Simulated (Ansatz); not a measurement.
Reaction (ligand exchange at the Si–O bond): `[SiH3]O[Si](Cl)(Cl)Cl` + `OP[SiH3]` → `OP([SiH3])[SiH3]` + `O[Si](Cl)(Cl)Cl`

Gas-phase electronic energies from Ansatz, PBE0-D4/def2-TZVP geometries. CCSD(T)/CBS is the MP2 limit (def2-TZVPP, def2-QZVPP) plus CCSD(T) − MP2 in def2-TZVPP, frozen cores. DFT in def2-TZVPP. B3LYP here is the variant with VWN-RPA as its local correlation; programs differ in this. Each species was taken in one conformer, which may not be the lowest.

`[SiH3]O[Si](Cl)(Cl)Cl`:

```xyz
9

Si   -0.649    0.628   -1.365
O    -0.235    0.371    0.210
Si    0.548   -0.501    1.298
Cl   -0.126   -2.414    1.280
Cl    0.241    0.301    3.128
Cl    2.536   -0.507    0.892
H    -1.514    1.829   -1.402
H    -1.382   -0.555   -1.877
H     0.581    0.849   -2.164
```

`OP[SiH3]`:

Cartesian coordinates in Å:
```
O 1.172 1.389 -0.506
P 0.872 0.358 0.768
Si -1.002 -0.636 -0.013
H 1.523 2.215 -0.166
H 1.696 -0.741 0.382
H -1.225 -1.840 0.834
H -0.885 -1.039 -1.439
H -2.151 0.293 0.142
```

`OP([SiH3])[SiH3]`:

Cartesian coordinates in Å:
```
O -0.795 1.873 -0.068
P 0.159 0.740 -0.858
Si 1.531 0.150 0.832
Si -1.188 -1.063 -0.716
H -0.848 2.667 -0.606
H 2.480 1.263 1.096
H 2.287 -1.046 0.371
H 0.799 -0.173 2.086
H -1.694 -1.304 0.662
H -2.344 -0.874 -1.631
H -0.386 -2.233 -1.167
```

`O[Si](Cl)(Cl)Cl`:

Z-matrix (Å, degrees):
```
Si
Cl 1 2.031
Cl 1 2.031 2 107.8
O 1 1.617 2 111.3 3 122.3
Cl 1 2.017 2 109.9 3 -119.8
H 4 0.960 1 118.4 2 -60.4
```

Question: Is it downhill or uphill in electronic energy at CCSD(T)/CBS, and by how much? (Estimate.)

Answer: The calculation gave: Uphill: ΔE = +20.8 kcal/mol.

Question: What do these levels give: PBE-D4, r2SCAN-D4, ωB97X-V, B2PLYP, PBE, r2SCAN, B3LYP, HF/def2-TZVPP, CCSD/def2-TZVPP, MP2/def2-QZVPP, HF/CBS(def2), MP2/CBS(def2)? (An estimate is asked.)

Answer: Ansatz gave: PBE-D4 14.7, r2SCAN-D4 18.7, ωB97X-V 20.6, B2PLYP 22.0, PBE 15.0, r2SCAN 18.6, B3LYP 21.6, HF/def2-TZVPP 28.3, CCSD/def2-TZVPP 22.6, MP2/def2-QZVPP 21.6, HF/CBS(def2) 29.1, MP2/CBS(def2) 21.2 kcal/mol.

Largest T1 diagnostic among the species: 0.014.

From PBE to PBE0 (25 % exact exchange), in def2-TZVPP and without D4, ΔE moves by +2.1 kcal/mol. In def2-TZVPP, CCSD(T) changes the Hartree–Fock value by −7.0 kcal/mol (the triples alone add −1.3 kcal/mol) and MP2 by −6.7 kcal/mol.
